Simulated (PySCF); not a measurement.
# Energy of Ir²⁺ (iridium, charge +2) between two integer charges

The 5d beta orbital of [Xe] 4f14 5d7 is emptied in steps (occupation f), with all orbitals relaxed, ending at [Xe] 4f14 5d6. Calculation: PySCF 2.14, in def2-TZVPPD with the def2 core potential (60 electrons) (6s5p3d2f1g, 59 functions); scalar relativity through the core potential. The exact energy is a straight line in f; departures are measured from the line between the end points of the same method.

```csv
f,PBE0 (eV),r2SCAN (eV),LC-wPBE (eV)
1,0.000,0.000,0.000
0.8,-0.646,-0.860,-0.178
0.6,-0.971,-1.287,-0.268
0.4,-0.973,-1.280,-0.268
0.2,-0.649,-0.847,-0.178
0,0.000,0.000,0.000
```

Question: For PBE0, how does the orbital energy at f = 1 compare with the removal energy?

Answer: −ε = 25.165 eV against a total-energy difference of 29.192 eV. By Janak's theorem ε = ∂E/∂f, so the gap between them reflects the curvature. Along the path −ε is 26.761 (f = 0.8), 28.374 (f = 0.6), 29.997 (f = 0.4), 31.624 (f = 0.2) eV.

```
 method  E(f=0) − E(f=1) (eV)  −ε at f=1 (eV)  −ε at f=0.4 (eV)
   PBE0                29.192          25.165            29.997
 r2SCAN                29.071          23.694            30.177
LC-wPBE                29.089          27.985            29.312
```

Reference removal energy between the ground levels: 28 ± 1.6 eV (theoretical estimate listed by NIST; NIST Atomic Spectra Database, ionization energies). The calculation has no spin-orbit coupling. The determinant left behind need not be the lowest term of the ion.
